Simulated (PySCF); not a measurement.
**Potassium: a sound run and one with changed settings**

Sound run: K⁺ [Ar], K²⁺ [Ne] 3s2 3p5. Calculation: PySCF 2.14, in def2-TZVP (6s4p3d, 33 functions); the non-relativistic Hamiltonian (point nucleus). In the sound run the correlated levels freeze [Ne] 3s2. The sound run starts from symmetry-adapted Hartree-Fock orbitals and uses a fine grid where one is needed.

A second run was set up differently.

| species | method | sound run (hartree) | changed run (hartree) | converged |
| --- | --- | --- | --- | --- |
| K⁺ | UHF | -599.00603 | -593.00933 | yes |
| K⁺ | r2SCAN | -599.71402 | -593.64768 | yes |
| K⁺ | M06-2X | -599.74109 | -593.68183 | yes |
| K⁺ | MP2 | -599.13226 | -593.01816 | yes |
| K⁺ | CCSD(T) | -599.14299 | -593.01939 | yes |
| K²⁺ | UHF | -597.88503 | -591.89066 | yes |
| K²⁺ | r2SCAN | -598.54817 | -592.48566 | yes |
| K²⁺ | M06-2X | -598.57449 | -592.51962 | yes |
| K²⁺ | MP2 | -597.96832 | -591.89339 | yes |
| K²⁺ | CCSD(T) | -597.97996 | -591.89385 | yes |

Ionisation energy of K⁺:

| method | sound run (eV) | changed run (eV) |
| --- | --- | --- |
| UHF | 30.504 | 30.441 |
| r2SCAN | 31.724 | 31.620 |
| M06-2X | 31.745 | 31.625 |
| MP2 | 31.673 | 30.606 |
| SCS-MP2 | 31.609 | 30.600 |
| CCSD | 31.634 | 30.622 |
| CCSD(T) | 31.647 | 30.627 |

What was changed?
A. level shift left on
B. minimal basis
C. radial grid too coarse
D. too few SCF iterations

B. It used basis STO-3G. A minimal basis cannot let orbitals breathe on ionisation and holds almost no correlation.
